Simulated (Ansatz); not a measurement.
Ansatz (an electronic-structure program) input (r2SCANh/def2-TZVPD):

Ansatz 0.2 input:
```yaml
crystal:
  periodic: [false, false, false]
  atoms:
    - {symbol: Pb, position_ang: [-0.00000000, -0.00000000, -0.42772181]}
    - {symbol: Cl, position_ang: [0.00000000, 0.00000000, 2.06312872]}
basis:
  gaussian:
    orbitals: def2-TZVPD
hamiltonian:
  xc: {name: r2SCANh}
magnetization: {spin_polarized: true, initial_magnetization: 1}
output: {forces: true}
```

Output:

```
Functional definition: r2SCANh
integrals: 0.03 GiB planned
676 factors; their error is unknown
mean field: 0.43 GiB planned
mean field evaluation 1: about -17772.2934 eV, gradient 1.3e1 eV
mean field evaluation 2: about -17766.4119 eV, gradient 3.4e1 eV
mean field evaluation 4: about -17773.3962 eV, gradient 1.3e0 eV
mean field evaluation 8: about -17773.4226 eV, gradient 2.9e-2 eV
mean field evaluation 16: about -17773.4226 eV, gradient 2.6e-5 eV
mean field -17773.42258328 eV, -653.1612326770 hartree, gradient 2.8e-5 eV, S^2 0.754683; 1 other end points of the search recorded, 0 dependent functions left out
the calculation of the forces begins
reference -17773.42260664 eV, -653.1612335354 hartree; 20, 19 occupied and 82, 83 virtual orbitals, 676 factors
Total energy: -17773.42260664 eV, -653.1612335354 hartree
Atom 0 at    -0.000000    -0.000000    -0.427722 Å, force    -0.000000    -0.000000     0.271023 eV/Å
Atom 1 at     0.000000     0.000000     2.063129 Å, force     0.000000     0.000000    -0.271023 eV/Å
Dipole moment:     0.000000     0.000000    -0.769285 e Å
```
